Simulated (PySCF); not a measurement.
# Spin–spin coupling constants

Bonds (- single, = double, # triple, : aromatic): C1#C2 1.216 Å, C2-Ge3 1.903 Å, Ge3-Ge4 2.420 Å. C1 carries H5; Ge3 carries H6, H7; Ge4 carries H8, H9, H10.

Indirect spin–spin couplings were computed at B3LYP/pcJ-1 (pcSseg-1 on Ge) (without the spin–dipole term) (PySCF) on a PBE0-D3(BJ)/def2-SVP structure, for the isolated molecule, without vibrational or relativistic corrections. Couplings are averaged over pairs made equivalent by symmetry, fast rotation or ring inversion, so a value needn't be that of the named pair in this geometry, while other rotamers aren't included; one pair stands for each set, and the list holds those of at least 0.8 Hz over up to four bonds.

Isotopes: 13C, 1H.

```json
{"pair": "C1, C2", "bonds": "1", "J (Hz)": "?"}
{"pair": "C1, H5", "bonds": "1", "J (Hz)": "263.2"}
{"pair": "C2, H5", "bonds": "2", "J (Hz)": "45.9"}
{"pair": "C2, H6", "bonds": "2", "J (Hz)": "7.1"}
{"pair": "H6, H7", "bonds": "2", "J (Hz)": "?"}
{"pair": "H8, H9", "bonds": "2", "J (Hz)": "6.9"}
{"pair": "C1, H6", "bonds": "3", "J (Hz)": "?"}
{"pair": "C2, H8", "bonds": "3", "J (Hz)": "3.0"}
{"pair": "H6, H8", "bonds": "3", "J (Hz)": "3.2"}
{"pair": "H5, H6", "bonds": "4", "J (Hz)": "-2.6"}
```

Q: Estimate the withheld couplings, with signs.

A: 
- 1J(C1,C2) = 162.6 Hz (bond length 1.216 Å)
- 2J(H6,H7) = 10.1 Hz (angle at Ge3 109°)
- 3J(C1,H6) = 4.9 Hz

Relativistic effects of the heavier atoms present are left out.
